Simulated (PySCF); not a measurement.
Ga(H)2(Me)(py), C6H10GaN, singlet, GFN2-xTB optimised geometry.

```
18

Ga    -0.24    -2.93     0.00
H     -0.78    -3.16     1.43
H      1.32    -2.93     0.00
C     -1.24    -3.62    -1.59
H     -2.31    -3.40    -1.54
H     -1.15    -4.71    -1.68
H     -0.86    -3.21    -2.53
C     -0.63     1.86     0.26
C      0.14     1.11     1.14
C      0.19    -0.26     0.97
N     -0.47    -0.88     0.00
C     -1.20    -0.18    -0.85
C     -1.32     1.20    -0.75
H     -0.69     2.93     0.36
H      0.68     1.58     1.94
H      0.77    -0.91     1.62
H     -1.71    -0.74    -1.61
H     -1.92     1.74    -1.46
```

Density from PBE0/def2-SVP (PySCF) at that geometry.

Minimum of the electron density along straight lines between bonded atoms, close to the bond critical point (lines longer than 1.1 times the sum of covalent radii, or with two minima, are not listed):

```
bond     length / Å  ρ at the minimum / e bohr⁻³  ∇²ρ there / e bohr⁻⁵  position (fraction from the first atom)
-------  ----------  ---------------------------  --------------------  ---------------------------------------
Ga1–H2        1.551                        0.115                  0.17                                     0.59
Ga1–H3        1.551                        0.115                  0.17                                     0.59
Ga1–C4        2.005                          [?]                  0.17                                     0.47
C4–H5         1.098                        0.264                 -0.90                                     0.62
C4–H6         1.095                        0.265                 -0.92                                     0.62
C4–H7         1.098                        0.264                 -0.90                                     0.62
C8–C9         1.388                        0.311                 -0.80                                     0.50
C9–C10        1.381                        0.316                 -0.82                                     0.49
Ga1–N11       2.061                          [?]                  0.30                                     0.46
C10–N11       1.328                        0.342                 -0.81                                     0.34
N11–C12       1.325                        0.343                 -0.81                                     0.66
C8–C13        1.386                        0.312                 -0.80                                     0.50
C12–C13       1.385                        0.315                 -0.82                                     0.51
C8–H14        1.080                        0.286                 -1.12                                     0.64
C9–H15        1.079                        0.285                 -1.11                                     0.64
C10–H16       1.086                        0.288                 -1.16                                     0.65
C12–H17       1.083                        0.289                 -1.16                                     0.65
C13–H18       1.079                        0.285                 -1.11                                     0.64
```

Fill in the missing entries.


- Ga1–C4, ρ at the minimum / e bohr⁻³: 0.107
- Ga1–N11, ρ at the minimum / e bohr⁻³: 0.074
